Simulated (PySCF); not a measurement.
## Ionisation of styrene

Parent: `C=Cc1ccccc1` (C8H8). Atom numbers as in the mapped SMILES `[CH2:1]=[CH:2][c:3]1[cH:4][cH:5][cH:6][cH:7][cH:8]1`. These are map numbers, not IUPAC locants.

Computed at ωB97X-D3(BJ)/ma-def2-TZVP // PBE0-D3(BJ)/def2-SVP with PySCF (density fitting, grid level 2). Thermal corrections: PBE0-D3(BJ)/def2-SVP frequencies, unscaled, ideal gas at 298.15 K and 1 bar, quasi-RRHO entropy.

Frontier levels of the parent: HOMO -8.71 eV, LUMO 0.74 eV.

Oxidation to the radical cation:
```
Vertical ionisation energy (electronic)              : 8.45 eV
Adiabatic ionisation energy (with zero-point energy) : 8.29 eV
Adiabatic, electronic part                           : 8.30 eV
Vertical gap at the product's structure              : 8.10 eV
Inner reorganisation energy (four-point)             : 345 meV
Relaxation of product / of parent                    : 146 / 200 meV
⟨S²⟩ of the product                                  : 0.806
Largest spin populations                             : C1 0.49, C6 0.31, C3 0.19, C4 0.13
Largest changes of atomic charge                     : C1 0.18, C6 0.14
Distances that move most (Å)                         : C2–C3 1.468 → 1.420; C1–C2 1.338 → 1.378; C3–C4 1.405 → 1.435; C3–C8 1.403 → 1.432
Potential in acetonitrile                            : 6.25 V absolute, 1.70 V against Fc+/Fc computed at 4.54 V (solvation -16 → -211 kJ/mol)
```

Solvents are IEF-PCM continua (electrostatics only, gas-phase structures); absolute potentials refer to an electron at rest in vacuum. Fc+/Fc in acetonitrile, 4.54 V, is ωB97X-D3(BJ)/ma-def2-TZVP on PBE0-D3(BJ)/def2-SVP structures with GFN2-xTB thermal terms. Benchmark calculations put it near 5.0 V in acetonitrile and DMSO, so it is about 0.5 V low, and the value against it can read up to that much too high.

Measured values (NIST Chemistry WebBook, evaluated or the median of agreeing entries): vertical ionisation energy 8.50 eV (computed 8.45, difference -0.05); adiabatic ionisation energy 8.46 eV (computed 8.29, difference -0.18).

Differences come from unrounded values, so a last digit can differ from that of the printed terms.
